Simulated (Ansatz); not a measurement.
The multiplicity is imposed and other spin states were not computed.

The numbers are results of PBE-D3(BJ)/def2-SVP (Ansatz, an electronic-structure program), not measurements. No frequencies were computed at this level.

Ansatz 0.2 input:
```yaml
crystal:
  periodic: [false, false, false]
  atoms:
    - { symbol: Au, position_ang: [-0.013185, -0.086735, -0.070554] }
    - { symbol: O, position_ang: [0.456367, 1.699894, 1.227404] }
    - { symbol: H, position_ang: [0.279508, 1.508882, 2.153774] }
    - { symbol: H, position_ang: [-0.065032, 2.464971, 0.96521] }
    - { symbol: C, position_ang: [-0.41858, -1.601716, -1.162748] }
    - { symbol: N, position_ang: [-0.664358, -2.514579, -1.813631] }
basis:
  gaussian: { orbitals: def2-svp }
hamiltonian:
  xc: pbe
  dispersion: d3bj
relax:
  max_steps: 150
```

Output:

```
Functional definition: PBE
909 factors; their error is unknown
mean field evaluation 1: about -8282.0076 eV, gradient 6.9e1 eV
mean field evaluation 2: about -8119.7868 eV, gradient 2.0e2 eV
mean field evaluation 4: about -8291.8385 eV, gradient 1.9e1 eV
mean field evaluation 8: about -8292.5419 eV, gradient 4.4e-1 eV
mean field evaluation 16: about -8292.5133 eV, gradient 3.9e-5 eV
mean field -8292.51328587 eV, -304.7442423883 hartree, gradient 3.9e-5 eV, S^2 0.000000; 0 other end points of the search recorded, 0 dependent functions left out
reference -8292.51332423 eV, -304.7442437979 hartree; 21, 21 occupied and 63, 63 virtual orbitals, 909 factors
relax step   1: F+E_penalty+E_count = -8292.61882137 eV  Δ(F+E_penalty+E_count) = +0.000e0 eV  max|allowed force component| = 2.909e0 eV/Å  Δτ_max = 0.0000 Å  (27 SCF iters, accepted)
these checks for a lower state are left out or cut short: starts, cluster_reference, orbital_swaps, neighbouring_geometries, increment
909 factors; their error is unknown
mean field -8292.59566066 eV, -304.7472696059 hartree, gradient 1.6e-5 eV, S^2 0.000000; 0 other end points of the search recorded, 0 dependent functions left out
reference -8292.59569907 eV, -304.7472710175 hartree; 21, 21 occupied and 63, 63 virtual orbitals, 909 factors
relax step   2: F+E_penalty+E_count = -8292.70159992 eV  Δ(F+E_penalty+E_count) = -8.278e-2 eV  max|allowed force component| = 3.115e-1 eV/Å  Δτ_max = 0.0413 Å  (30 SCF iters, accepted)
these checks for a lower state are left out or cut short: starts, cluster_reference, orbital_swaps, neighbouring_geometries, increment
909 factors; their error is unknown
mean field -8292.59892254 eV, -304.7473894779 hartree, gradient 2.0e-5 eV, S^2 0.000000; 0 other end points of the search recorded, 0 dependent functions left out
reference -8292.59896092 eV, -304.7473908884 hartree; 21, 21 occupied and 63, 63 virtual orbitals, 909 factors
relax step   3: F+E_penalty+E_count = -8292.70481545 eV  Δ(F+E_penalty+E_count) = -3.216e-3 eV  max|allowed force component| = 9.977e-2 eV/Å  Δτ_max = 0.0068 Å  (30 SCF iters, accepted)
these checks for a lower state are left out or cut short: starts, cluster_reference, orbital_swaps, neighbouring_geometries, increment
909 factors; their error is unknown
mean field evaluation 32: about -8292.6258 eV, gradient 7.3e-1 eV
mean field -8292.59987711 eV, -304.7474245575 hartree, gradient 2.0e-5 eV, S^2 0.000000; 0 other end points of the search recorded, 0 dependent functions left out
reference -8292.59991549 eV, -304.7474259682 hartree; 21, 21 occupied and 63, 63 virtual orbitals, 909 factors
relax step   4: F+E_penalty+E_count = -8292.70576560 eV  Δ(F+E_penalty+E_count) = -9.502e-4 eV  max|allowed force component| = 1.748e-2 eV/Å  Δτ_max = 0.0057 Å  (30 SCF iters, accepted)
these checks for a lower state are left out or cut short: starts, cluster_reference, orbital_swaps, neighbouring_geometries, increment
909 factors; their error is unknown
mean field -8292.59993955 eV, -304.7474268525 hartree, gradient 2.0e-5 eV, S^2 0.000000; 0 other end points of the search recorded, 0 dependent functions left out
reference -8292.59997794 eV, -304.7474282632 hartree; 21, 21 occupied and 63, 63 virtual orbitals, 909 factors
relax step   5: F+E_penalty+E_count = -8292.70583219 eV  Δ(F+E_penalty+E_count) = -6.659e-5 eV  max|allowed force component| = 4.271e-3 eV/Å  Δτ_max = 0.0033 Å  (30 SCF iters, accepted)
909 factors; their error is unknown
mean field evaluation 64: about -8292.5999 eV, gradient 4.9e-5 eV
mean field -8292.59993955 eV, -304.7474268525 hartree, gradient 2.0e-5 eV, S^2 0.000000; 1 other end points of the search recorded, 0 dependent functions left out
reference -8292.59997794 eV, -304.7474282632 hartree; 21, 21 occupied and 63, 63 virtual orbitals, 909 factors
Total energy: -8292.70587058 eV, -304.7513197459 hartree
Atom 0 at    -0.001363    -0.056850    -0.045760 Å, force    -0.000604    -0.003032    -0.001109 eV/Å
Atom 1 at     0.472262     1.675804     1.203350 Å, force     0.002842     0.004271     0.001387 eV/Å
Atom 2 at     0.265557     1.497725     2.142677 Å, force    -0.001245    -0.000054    -0.000120 eV/Å
Atom 3 at    -0.079037     2.445659     0.958040 Å, force    -0.000760    -0.000284     0.000821 eV/Å
Atom 4 at    -0.412571    -1.579310    -1.144001 Å, force     0.000740    -0.001125    -0.000968 eV/Å
Atom 5 at    -0.670128    -2.512310    -1.814850 Å, force    -0.000972     0.000223    -0.000012 eV/Å
Dipole moment:     0.109879     1.538136     1.198618 e Å
```

Cost: roughly 17 core-seconds.
